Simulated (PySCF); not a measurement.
A structure optimised at B3LYP-D3(BJ)/def2-TZVP, used in a PySCF frequency run:

```
Mo
O 1 1.7059
O 1 1.7059 2 110.40
O 1 1.7059 2 110.40 3 -122.34
```
Charge 0, spin multiplicity 1.

Write its SMILES, formula and point group.

[O]=[Mo](=[O])=[O], MoO₃, C3v

What are its rotational constants (standard atomic weights)?

7.0007, 7.0007, 4.0246 GHz
